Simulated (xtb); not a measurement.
xtb input for C2H4BFO3, SMILES CC(=O)OB(O)F, GFN2-xTB. 

```
$ xtb mol.xyz --gfn 2 --ohess tight --chrg 0 --uhf 0 --json
$ cat mol.xyz
11

B     -0.15180000     0.65110000     1.49670000
F     -1.22880000     0.13480000     1.96030000
O      0.30400000     0.34300000     0.24910000
C     -0.49270000    -0.11220000    -0.77570000
C      0.42530000    -0.93370000    -1.72540000
O     -1.61300000     0.16440000    -0.95940000
H     -0.11410000    -1.17410000    -2.59120000
H      0.70330000    -1.91800000    -1.23450000
H      1.36420000    -0.42030000    -1.91360000
O      0.60310000     1.49570000     2.26770000
H      0.26180000     1.61250000     3.17620000
```

Program output:

```
[banner left out]
          |                Calculation Setup                |
           -------------------------------------------------



           -------------------------------------------------
          |                 G F N 2 - x T B                 |
           -------------------------------------------------

        Reference                      10.1021/acs.jctc.8b01176
      * Hamiltonian:
        H0-scaling (s, p, d)           1.850000    2.230000    2.230000
        zeta-weighting                 0.500000
      * Dispersion:
        s8                             2.700000
        a1                             0.520000
        a2                             5.000000
        s9                             5.000000
      * Repulsion:
        kExp                           1.500000    1.000000
        rExp                           1.000000
      * Coulomb:
        alpha                          2.000000
        third order                    shell-resolved
        anisotropic                    true
        a3                             3.000000
        a5                             4.000000
        cn-shift                       1.200000
        cn-exp                         4.000000
        max-rad                        5.000000


          ...................................................
          :                      SETUP                      :
          :.................................................:
          :  # basis functions                  32          :
          :  # atomic orbitals                  32          :
          :  # shells                           18          :
          :  # electrons                        40          :
          :  max. iterations                   250          :
          :  Hamiltonian                  GFN2-xTB          :
          :  restarted?                      false          :
          :  GBSA solvation                  false          :
          :  PC potential                    false          :
          :  electronic temp.          300.0000000     K    :
          :  accuracy                    1.0000000          :
          :  -> integral cutoff          0.2500000E+02      :
          :  -> integral neglect         0.1000000E-07      :
          :  -> SCF convergence          0.1000000E-05 Eh   :
          :  -> wf. convergence          0.1000000E-03 e    :
          :  Broyden damping             0.4000000          :
          :  net charge                          0          :
          :  unpaired electrons                  0          :
          ...................................................

 iter      E             dE          RMSdq      gap      omega  full diag
   1    -24.6481919 -0.246482E+02  0.718E+00    5.87       0.0  T
   2    -24.7931601 -0.144968E+00  0.413E+00    4.75       1.0  T
   3    -24.7994930 -0.633299E-02  0.185E+00    5.20       1.0  T
   4    -24.8044259 -0.493286E-02  0.430E-01    4.92       1.0  T
   5    -24.8054861 -0.106023E-02  0.246E-01    5.00       1.0  T
   6    -24.8054383  0.477901E-04  0.149E-01    4.97       1.0  T
   7    -24.8057421 -0.303781E-03  0.183E-02    4.97       1.6  T
   8    -24.8057407  0.147201E-05  0.136E-02    4.98       2.2  T
   9    -24.8057427 -0.205799E-05  0.178E-03    4.98      16.9  T
  10    -24.8057427 -0.146567E-07  0.487E-04    4.98      61.9  T
  11    -24.8057427 -0.344173E-09  0.176E-04    4.98     171.3  T

   *** convergence criteria satisfied after 11 iterations ***

         #    Occupation            Energy/Eh            Energy/eV
      -------------------------------------------------------------
         1        2.0000           -0.8401957             -22.8629
       ...           ...                  ...                  ...
        14        2.0000           -0.5098215             -13.8729
        15        2.0000           -0.5069214             -13.7940
        16        2.0000           -0.5008394             -13.6285
        17        2.0000           -0.4940175             -13.4429
        18        2.0000           -0.4884333             -13.2909
        19        2.0000           -0.4833674             -13.1531
        20        2.0000           -0.4372910             -11.8993 (HOMO)
        21                         -0.2544508              -6.9240 (LUMO)
        22                         -0.1700061              -4.6261
        23                          0.0078754               0.2143
        24                          0.0727498               1.9796
        25                          0.1133186               3.0836
       ...                                ...                  ...
        32                          0.7602829              20.6884
      -------------------------------------------------------------
                  HL-Gap            0.1828402 Eh            4.9753 eV
             Fermi-level           -0.3458709 Eh           -9.4116 eV

 SCC (total)                   0 d,  0 h,  0 min,  0.007 sec
[...]
 q only:        1.045      -0.143       0.139
   full:        1.089      -0.152       0.320       2.910
molecular quadrupole (traceless):
                xx          xy          yy          xz          yz          zz
 q only:       -9.158      -1.240       1.250      -1.388       5.788       7.908
  q+dip:      -11.274      -2.082       2.452      -2.507       5.455       8.822
   full:      -11.993      -2.146       3.041      -2.381       5.031       8.952
Molecule has no symmetry elements
It seems to be the C1 point group

           -------------------------------------------------
          |                Geometry Summary                 |
           -------------------------------------------------

      molecular mass/u    :      105.8608808
   center of mass at/Å    :       -0.3400299       0.2436537       0.4470746
  moments of inertia/u·Å² :        0.9099688E+02   0.2902141E+03   0.3584129E+03
rotational constants/cm⁻¹ :        0.1852551E+00   0.5808688E-01   0.4703411E-01

 * 9 selected distances

     #   Z          #   Z                                           value/Å
     1   5 B        2   9 F                                       1.3376021
     1   5 B        3   8 O                                       1.3592834
     3   8 O        4   6 C                                       1.3614976 (max)
     4   6 C        6   8 O                                       1.1932642
     5   6 C        7   1 H                                       1.0855153
     5   6 C        8   1 H                                       1.0879797
     5   6 C        9   1 H                                       1.0867267
     1   5 B       10   8 O                                       1.3302877
    10   8 O       11   1 H                                       0.9581300 (min)

 * 5 distinct bonds (by element types)

   Z      Z             #   av. dist./Å        max./Å        min./Å
   1 H    6 C           3     1.0867406     1.0879797     1.0855153
   1 H    8 O           1     0.9581300     0.9581300     0.9581300
   5 B    8 O           2     1.3447855     1.3592834     1.3302877
   6 C    8 O           2     1.2773809     1.3614976     1.1932642
   5 B    9 F           1     1.3376021     1.3376021     1.3376021

           -------------------------------------------------
          |               Frequency Printout                |
           -------------------------------------------------
 projected vibrational frequencies (cm⁻¹)
eigval :       -0.00    -0.00    -0.00     0.00     0.00     0.00
eigval :       36.84    72.63   101.53   123.39   318.85   373.60
eigval :      446.20   522.61   559.28   593.30   638.10   769.46
eigval :      916.14   969.91  1004.71  1006.47  1166.67  1244.75
eigval :     1352.96  1364.13  1434.37  1437.61  1812.69  3030.14
eigval :     3046.45  3070.22  3617.64
 reduced masses (amu)
   1: 14.45   2: 14.82   3: 15.48   4: 13.51   5: 11.86   6: 15.60   7: 14.77   8:  1.99
   9: 14.10  10: 15.53  11: 12.56  12: 14.49  13: 12.82  14:  6.60  15:  7.66  16:  9.70
  17: 12.73  18: 14.20  19:  8.45  20: 10.79  21:  6.19  22:  7.26  23: 10.99  24: 12.04
  25:  9.27  26:  5.99  27:  1.62  28:  1.63  29: 13.43  30:  1.80  31:  1.51  32:  1.87
  33:  1.88
 IR intensities (km·mol⁻¹)
   1:  0.54   2:  0.40   3:  0.74   4:  0.75   5:  0.91   6:  1.44   7:  3.31   8:  0.05
   9:  2.38  10:  2.46  11: 13.40  12:  1.33  13: 56.97  14:  9.49  15: 50.33  16:247.90
  17: 24.24  18: 12.30  19:145.85  20: 84.84  21: 50.49  22: 50.36  23:521.22  24:577.33
  25:531.40  26:126.47  27: 13.20  28: 22.49  29:478.88  30:  2.06  31:  1.13  32:  6.34
  33: 57.92
 Raman intensities (Ä⁴*amu⁻¹)
   1:  0.00   2:  0.00   3:  0.00   4:  0.00   5:  0.00   6:  0.00   7:  0.00   8:  0.00
   9:  0.00  10:  0.00  11:  0.00  12:  0.00  13:  0.00  14:  0.00  15:  0.00  16:  0.00
  17:  0.00  18:  0.00  19:  0.00  20:  0.00  21:  0.00  22:  0.00  23:  0.00  24:  0.00
  25:  0.00  26:  0.00  27:  0.00  28:  0.00  29:  0.00  30:  0.00  31:  0.00  32:  0.00
  33:  0.00
 output can be read by thermo (or use thermo option).
 writing <g98.out> molden fake output.
 recommended (thermochemical) frequency scaling factor: 1.0
           -------------------------------------------------
          |             Thermodynamic Functions             |
           -------------------------------------------------

c1  symmetry found (for desy threshold:  0.10E+00) used in thermo

          ...................................................
          :                      SETUP                      :
          :.................................................:
Note: The following floating-point exceptions are signalling: IEEE_UNDERFLOW_FLAG IEEE_DENORMAL
normal termination of xtb
          :  # frequencies                          27      :
          :  # imaginary freq.                       0      :
          :  linear?                             false      :
          :  only rotor calc.                    false      :
          :  symmetry                               c1      :
          :  rotational number                       1      :
          :  scaling factor                  1.0000000      :
          :  rotor cutoff                   50.0000000 cm⁻¹ :
          :  imag. cutoff                  -20.0000000 cm⁻¹ :
          :.................................................:

    mode    ω/cm⁻¹     T·S(HO)/kcal·mol⁻¹    T·S(FR)/kcal·mol⁻¹   T·S(vib)
   ------------------------------------------------------------------------
       1     36.84    -1.61655 ( 22.77%)    -1.14645 ( 77.23%)    -1.25350
       2     72.63    -1.21670 ( 81.66%)    -0.94568 ( 18.34%)    -1.16699
       3    101.53    -1.02108 ( 94.44%)    -0.84651 (  5.56%)    -1.01139
       4    123.39    -0.90834 ( 97.37%)    -0.78878 (  2.63%)    -0.90520
   ------------------------------------------------------------------------

   temp. (K)  partition function   enthalpy   heat capacity  entropy
                                   cal/mol     cal/K/mol   cal/K/mol   J/K/mol
 298.15  VIB   287.                 3191.715     18.852     20.527
         ROT  0.235E+06              888.752      2.981     27.558
         INT  0.675E+08             4080.468     21.833     48.085
         TR   0.105E+28             1481.254      4.968     39.870
         TOT                        5561.7215    26.8014    87.9547   368.0026

       T/K    H(0)-H(T)+PV         H(T)/Eh          T*S/Eh         G(T)/Eh
   ------------------------------------------------------------------------
    298.15    0.886317E-02    0.795562E-01    0.417901E-01    0.377661E-01
   ------------------------------------------------------------------------

         :::::::::::::::::::::::::::::::::::::::::::::::::::::
         ::                  THERMODYNAMIC                  ::
         :::::::::::::::::::::::::::::::::::::::::::::::::::::
         :: total free energy         -24.592715357995 Eh   ::
         ::.................................................::
         :: total energy              -24.630481414508 Eh   ::
         :: zero point energy           0.070693016092 Eh   ::
         :: G(RRHO) w/o ZPVE           -0.032926959579 Eh   ::
         :: G(RRHO) contrib.            0.037766056513 Eh   ::
         :::::::::::::::::::::::::::::::::::::::::::::::::::::

optimized geometry written to: xtbopt.xyz


           -------------------------------------------------
          | TOTAL ENERGY              -24.630481414508 Eh   |
          | TOTAL ENTHALPY            -24.550925230992 Eh   |
          | TOTAL FREE ENERGY         -24.592715357995 Eh   |
          | GRADIENT NORM               0.000183510781 Eh/α |
          | HOMO-LUMO GAP               4.851231555639 eV   |
           -------------------------------------------------

------------------------------------------------------------------------
------------------------------------------------------------------------
 total:
 SCF:
 ANC optimizer:
 analytical hessian:
```

The calculation finished and met its thresholds.

Cost: very roughly 0.5 core-seconds.
